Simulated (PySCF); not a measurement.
BF2Cl, SMILES FB(F)Cl. The structure is a stationary point at PBE-D3(BJ)/def2-TZVP.

TDA-PBE0/def2-SVPD in PySCF puts the lowest singlet excitations at 7.67, 8.73, 8.79, 9.09, 9.80, 10.21 eV.

**Question.** What are the lowest excitation roots from PySCF with ADC(2)/aug-cc-pVDZ? (An estimate is asked for; the answer gives what the named calculation found.)

**Answer.** 8.43, 8.93, 9.21, 9.29, 10.20, 10.45 eV. S1 differs by 0.76 eV (second minus first; roots are paired by order, and the bases may differ).
